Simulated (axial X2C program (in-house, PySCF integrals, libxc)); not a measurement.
# Photoelectron levels of BiF by EOM-IP-CCSD

Computed with an axial X2C code built on PySCF integrals: two-component X2C with atomic mean-field Coulomb and Gaunt terms, Gaussian nuclei, basis Bi dyall-cv3z, F dyall-av3z with contracted cores.

R = 2.162 Å (1.045 times 2.069 Å, the PBE0 minimum at charge 0 for the lowest determinant).

Vertical ionisation energies of BiF to the states of BiF⁺:

| Ω of BiF⁺ | vertical IE (eV) | above lowest (cm⁻¹) | ionised spinor | one-hole weight |
| --- | --- | --- | --- | --- |
| 1/2 | 9.154 | 0 | 79% Bi pπ, 8% F pπ | 0.97 |
| 3/2 | 12.200 | 24566 | 96% F pπ | 0.79 |
| 1/2 | 12.368 | 25922 | 61% F pπ, 28% F pσ | 0.91 |
| 1/2 | 12.823 | 29588 | 44% F pσ, 29% F pπ, 11% Bi pσ | 0.91 |

This point took 14 s on 1 thread of Intel(R) Xeon(R) Platinum 8259CL CPU @ 2.50GHz (Skylake/Cascade Lake) (shared host).

Reference electrons by ω block (each with its −ω partner): 1/2: 27, 3/2: 13, 5/2: 5, 7/2: 1. 12 electrons of BiF correlated (inner shells frozen), 94 natural virtual spinors (a truncated set); levels can be off by some tenths of an eV. Roots sought by Ω: (1/2: 4, 3/2: 3, 5/2: 1); the list ends where they run out and leaves out roots under 60 % one-particle weight. The solver can skip a root, and states that need a further excitation, which the method places far too high, are missing though they may lie low or lowest. T1 of the reference 0.018 (Lee–Taylor). Number of frozen shells: Bi 5 s, 4 p, 3 d, 1 f; F 1 s. Large amplitudes in the reference (orbital relaxation or multireference character) lower the reliability.
